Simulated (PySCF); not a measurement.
Start geometry of `C1CC([Si@@H](C)C[SiH3])C1` from GFN2-xTB (Å):
```
atom  x, y, z in Å
C1    -0.234   -2.118   -0.209
Si2   -0.304   -0.467   -1.150
C3    -2.083    0.212   -1.113
Si4   -2.776    0.772    0.563
C5     0.918    0.798   -0.421
C6     0.987    0.864    1.118
C7     2.337    0.138    1.076
C8     2.392    0.348   -0.442
H9    -0.899   -2.849   -0.659
H10   -0.536   -1.999    0.828
H11    0.766   -2.540   -0.215
H12    0.100   -0.705   -2.554
H13   -2.741   -0.556   -1.520
H14   -2.145    1.053   -1.803
H15   -2.680   -0.308    1.550
H16   -2.043    1.945    1.047
H17   -4.191    1.131    0.408
H18    0.762    1.773   -0.886
H19    0.193    0.357    1.661
H20    1.068    1.882    1.496
H21    3.142    0.594    1.649
H22    2.260   -0.911    1.354
H23    2.616   -0.537   -1.035
H24    3.079    1.142   -0.735
```

**Question.** What comes out of this run: PBE0-D3(BJ)/def2-SVP geometry optimisation, gas phase (PySCF 2.14.0)?

**Answer.** 
```
atom  x, y, z in Å
C1    -0.1265   -2.2239   -0.1395
Si2   -0.2912   -0.5873   -1.0540
C3    -2.0888   -0.0095   -1.0315
Si4   -2.7942    0.5669    0.6117
C5     0.8470    0.7230   -0.3154
C6     0.8676    0.8112    1.2359
C7     2.2201    0.0739    1.2383
C8     2.3486    0.3330   -0.2747
H9    -0.7954   -2.9815   -0.5775
H10   -0.3891   -2.1194    0.9249
H11    0.9021   -2.6119   -0.2017
H12    0.1142   -0.7981   -2.4846
H13   -2.7190   -0.8370   -1.4033
H14   -2.2031    0.8160   -1.7559
H15   -2.5714   -0.4533    1.6850
H16   -2.1542    1.8464    1.0479
H17   -4.2690    0.8018    0.5069
H18    0.6339    1.6771   -0.8271
H19    0.0448    0.3363    1.7948
H20    0.9491    1.8502    1.5901
H21    3.0111    0.4820    1.8849
H22    2.1096   -0.9958    1.4716
H23    2.6757   -0.5126   -0.9025
H24    3.0050    1.1873   -0.5011
```

The energy falls by 0.102 eV over 9 energy and gradient evaluations, the largest force component goes from 0.0185 to 3.4e-04 Eh/bohr, and the atoms move by 0.088 Å rms after alignment. Among the bonds, Si4–H15 and Si4–H16 change most and about equally (+0.031 Å). Bonds longer at the end by more than 0.005 Å: 20 of 24; shorter: 4. Among the angles that change most is Si2–C5–H18, from 109.8° to 107.6°. Rotational constants go from 2022, 875.7, 758.7 to 2016, 899.3, 772.7 MHz. The orientation of the end geometry is arbitrary; only internal coordinates are fixed.

The run used 200 basis functions and 51 SCF cycles in all. Time: 2.1 min. Hardware: one thread of an x86-64 server, no GPU, shared host.

Whether it is a minimum is left open (no frequencies). One conformer, not necessarily the lowest.
